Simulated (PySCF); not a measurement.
**Telling isomers of C5H5ClF2 apart by NMR**

Computed data (PySCF): geometry: GFN2-xTB, σ from GIAO-PBE0/pcSseg-1. Relativity neglected, rapidly exchanging positions averaged, isolated molecule, one conformer.

Scale: 1H (31.72 ppm) and 13C (186.93 ppm) vs TMS (reference shieldings calculated alike). Splittings of carbon signals by F and P are missing where no couplings were computed. Where no couplings were computed, multiplicities follow the n + 1 count of equivalent neighbours, and m marks all less simple cases (inequivalent or close neighbours, rings, F or P nearby). Shifts are as computed. Against solution values, carbons near 30 ppm lie about +3 ppm off and those near 130 ppm about +5 ppm; carbons on Cl a further +6 ppm. Of 1211 compounds with measured shifts, 218 miss one by over three times the rms of a fit or turn the order of signals round; such compounds aren't used in these exercises. Carbons bonded to Cl come out too deshielded.

(1) Tabulate the signals of `C=C/C(F)=C(\Cl)CF`, `C=C(/C=C(/F)Cl)CF` and their relative energies.

(2) What is the quickest way to tell C=C/C(F)=C(\Cl)CF from C=C(/C=C(/F)Cl)CF?

Answers

(1) 
```tsv
SMILES	carbon types	δC	δH	E rel. (kcal/mol)
C=C/C(F)=C(\Cl)CF	2×C 1×CH 2×CH2	166.5, 131.9, 129.3, 129.0, 81.7	7.10 (m, 1H), 6.23 (m, 1H), 5.95 (m, 1H), 5.50 (m, 2H)	0.0
C=C(/C=C(/F)Cl)CF	2×C 1×CH 2×CH2	158.9, 144.3, 122.9, 115.1, 86.6	6.39 (m, 1H), 5.81 (m, 1H), 5.67 (m, 2H), 5.52 (m, 1H)	2.9
```

Energies are electronic energies at PBE0/pcSseg-1 on these geometries, without zero-point or thermal terms, each for the one conformer computed, which needn't be the lowest.

(2) Both give the same number of carbon signals, with the same numbers of each carbon type, so the positions decide. The first has an alkene CH at 131.9 ppm, the second an alkene CH at 115.1 ppm. Their most deshielded carbons lie at 166.5 and 158.9 ppm. In the proton spectra the most deshielded non-exchanging signals are 7.10 (m, 1H) and 6.39 (m, 1H).
